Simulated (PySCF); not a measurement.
`C=CC[P@@+](C)([AlH3-])P`, C4H13AlP2

Geometry:
```json
{"atom": "C1", "x (Å)": "2.352", "y (Å)": "0.088", "z (Å)": "0.676"}
{"atom": "C2", "x (Å)": "1.781", "y (Å)": "-1.089", "z (Å)": "0.844"}
{"atom": "C3", "x (Å)": "0.302", "y (Å)": "-1.298", "z (Å)": "0.953"}
{"atom": "P4", "x (Å)": "-0.634", "y (Å)": "-0.041", "z (Å)": "-0.042"}
{"atom": "C5", "x (Å)": "-2.366", "y (Å)": "-0.482", "z (Å)": "0.387"}
{"atom": "Al6", "x (Å)": "-0.127", "y (Å)": "2.348", "z (Å)": "-0.516"}
{"atom": "P7", "x (Å)": "-0.485", "y (Å)": "-0.892", "z (Å)": "-2.021"}
{"atom": "H8", "x (Å)": "3.422", "y (Å)": "0.199", "z (Å)": "0.621"}
{"atom": "H9", "x (Å)": "1.767", "y (Å)": "1.001", "z (Å)": "0.598"}
{"atom": "H10", "x (Å)": "2.385", "y (Å)": "-1.985", "z (Å)": "0.930"}
{"atom": "H11", "x (Å)": "-0.014", "y (Å)": "-1.188", "z (Å)": "1.997"}
{"atom": "H12", "x (Å)": "0.022", "y (Å)": "-2.303", "z (Å)": "0.621"}
{"atom": "H13", "x (Å)": "-2.567", "y (Å)": "-1.534", "z (Å)": "0.182"}
{"atom": "H14", "x (Å)": "-2.542", "y (Å)": "-0.269", "z (Å)": "1.441"}
{"atom": "H15", "x (Å)": "-3.032", "y (Å)": "0.140", "z (Å)": "-0.210"}
{"atom": "H16", "x (Å)": "1.061", "y (Å)": "2.151", "z (Å)": "-1.531"}
{"atom": "H17", "x (Å)": "-1.556", "y (Å)": "2.555", "z (Å)": "-1.161"}
{"atom": "H18", "x (Å)": "0.171", "y (Å)": "2.887", "z (Å)": "0.924"}
{"atom": "H19", "x (Å)": "0.878", "y (Å)": "-0.608", "z (Å)": "-2.091"}
{"atom": "H20", "x (Å)": "-0.826", "y (Å)": "0.330", "z (Å)": "-2.605"}
```

Method used: PySCF 2.14.0, GIAO B97-2/pcSseg-1 magnetisability, rotational g tensor and spin-rotation constants, non-relativistic, gas phase. Geometry: GFN2-xTB.

Question: Give the nuclear spin-rotation constants along the inertial axes (H = +C I·J) beside the isotropic shieldings.

Answer: Rotational constants 1.3389, 1.2191, 0.9694 GHz. A star marks the isotopologue with that one atom substituted, in its own axes.
| atom | isotope | Caa (kHz) | Cbb (kHz) | Ccc (kHz) | mean (kHz) | σ (ppm) |
| --- | --- | --- | --- | --- | --- | --- |
| P4 | 31P | 1.628 | 1.784 | 1.423 | 1.611 | 400.6 |
| Al6 | 27Al | 0.754 | 0.690 | 0.529 | 0.658 | 439.6 |
| P7 | 31P | 1.597 | 1.312 | 1.011 | 1.306 | 514.2 |
| H8 | 1H | 0.016 | -0.096 | -0.053 | -0.044 | 26.0 |
| H9 | 1H | 0.022 | -0.027 | -0.096 | -0.034 | 25.1 |
| H10 | 1H | 0.019 | -0.048 | -0.090 | -0.040 | 25.8 |
| H11 | 1H | -0.129 | -0.142 | 0.029 | -0.081 | 28.9 |
| H12 | 1H | -0.146 | 0.036 | -0.108 | -0.073 | 29.5 |
| H13 | 1H | -0.153 | 0.019 | -0.107 | -0.080 | 30.5 |
| H14 | 1H | -0.134 | -0.139 | 0.007 | -0.088 | 30.3 |
| H15 | 1H | 0.013 | -0.133 | -0.103 | -0.074 | 30.3 |
| H16 | 1H | -0.091 | -0.085 | 0.013 | -0.054 | 27.8 |
| H17 | 1H | 0.029 | -0.082 | -0.079 | -0.044 | 27.9 |
| H18 | 1H | -0.065 | -0.057 | -0.025 | -0.049 | 27.7 |
| H19 | 1H | -0.055 | -0.104 | -0.057 | -0.072 | 28.9 |
| H20 | 1H | -0.054 | -0.059 | -0.094 | -0.069 | 28.9 |
| C1 | 13C* | 0.541 | 0.368 | 0.221 | 0.377 | 56.9 |
| C2 | 13C* | 0.553 | 0.373 | 0.221 | 0.382 | 54.0 |
| C3 | 13C* | 0.203 | 0.210 | 0.167 | 0.193 | 152.8 |
| C5 | 13C* | 0.182 | 0.163 | 0.131 | 0.159 | 172.6 |

For the geometry as given, no vibrational averaging.

Question: How do the rotational constants and the g tensor change when H8, H9, H10, H11, H12, H13, H14, H15, H16, H17, H18, H19, H20 are replaced by deuterium?

Answer: Constants 1.1522, 1.0379, 0.8393 GHz; g -0.0159, -0.0122, -0.0095, against -0.0183, -0.0138, -0.0114 before.
